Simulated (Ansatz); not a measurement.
```yaml
crystal:
  periodic: [false, false, false]
  atoms:
    - {symbol: Ge, position_ang: [0.000470, -0.001447, 0.159101]}
    - {symbol: H, position_ang: [0.006782, -0.014453, 1.687056]}
    - {symbol: Br, position_ang: [2.157564, 0.010033, -0.623871]}
    - {symbol: Br, position_ang: [-1.086400, 1.873674, -0.594856]}
    - {symbol: Br, position_ang: [-1.078426, -1.867798, -0.627429]}
basis:
  gaussian: {orbitals: def2-SVP}
total_charge: -1
magnetization: {spin_polarized: true, initial_magnetization: 1}
hamiltonian: {xc: {name: wB97X}}
scf: {omitted_lower_state_checks: [starts]}
output: {forces: true}
```

```sh
$ ansatz run in.yaml --threads 4 --pin off --events-out ev --progress --plain --max-ram 3916MiB
```

Shortened log:

```
Functional definition: wB97X
  name "wB97X"
  cite "Chai & Head-Gordon, J. Chem. Phys. 128, 084106 (2008) doi:10.1063/1.2834918"
  cite "Becke, J. Chem. Phys. 107, 8554 (1997) doi:10.1063/1.475007"
  parameter omega = 0.3/bohr
  parameter cx = 0.157706
  parameter cx1 = 0.726479
  parameter cx2 = 1.04760
  parameter cx3 = -5.70635
  parameter cx4 = 13.2794
  parameter css1 = -4.33879
  parameter css2 = 18.2308
  parameter css3 = -31.7430
  parameter css4 = 17.2901
  parameter cos1 = 2.37031
  parameter cos2 = -11.3995
  parameter cos3 = 6.58405
  parameter cos4 = -3.78132
  # The coefficients of nought are those of the uniform gas.
  exchange = spin_sum(e_x_unif_sr(omega)*poly(b97_u_x, 1 - cx, cx1, cx2, cx3, cx4)) + cx*exact_x_sr(omega)
      + exact_x_lr(omega)
  correlation = spin_sum(e_c_pw_same_spin*poly(b97_u_same, 1, css1, css2, css3, css4))
      + integral(e_c_pw_opposite_spin*poly(b97_u_opposite, 1, cos1, cos2, cos3, cos4))
these checks for a lower state are left out or cut short: starts
1276 factors; integrals over basis functions are off by at most 1.4e-3 eV
241 factors; integrals over basis functions are off by at most 3.3e-6 eV
mean field evaluation 1: about -266646.5896 eV, gradient 1.7e1 eV
mean field evaluation 2: about -266647.0843 eV, gradient 1.5e1 eV
mean field evaluation 4: about -266647.8407 eV, gradient 5.4e-1 eV
mean field evaluation 8: about -266647.8539 eV, gradient 8.9e-2 eV
mean field evaluation 16: about -266647.8544 eV, gradient 2.5e-4 eV
mean field -266647.85437641 eV, -9799.1279079258 hartree, gradient 4.4e-5 eV, S^2 0.754987; 0 other end points of the search recorded, 0 dependent functions left out
the calculation of the forces begins
reference -266647.85435228 eV, -9799.1279070390 hartree; 70, 69 occupied and 63, 64 virtual orbitals, 1276 factors
Total energy: -266647.85435228 eV, -9799.1279070390 hartree
Atom 0 at     0.000470    -0.001447     0.159101 Å, force     0.003270    -0.002757     0.366002 eV/Å
Atom 1 at     0.006782    -0.014453     1.687056 Å, force     0.005792    -0.012213     1.425270 eV/Å
Atom 2 at     2.157564     0.010033    -0.623871 Å, force     3.181639     0.012395    -0.609075 eV/Å
Atom 3 at    -1.086400     1.873674    -0.594856 Å, force    -1.600855     2.761087    -0.566975 eV/Å
Atom 4 at    -1.078426    -1.867798    -0.627429 Å, force    -1.589846    -2.758512    -0.615223 eV/Å
Dipole moment:     0.000342    -0.000944     0.113732 e Å
Checks for a lower state left out: starts
```

Hardware: 4 threads of Intel Xeon on a shared host. Wall time 23 s, peak host memory 0.9 GiB.

The highest occupied level of an anion often lies above zero with these methods, and sets without diffuse functions describe the outer electron poorly.

The dipole of an ion depends on the origin.
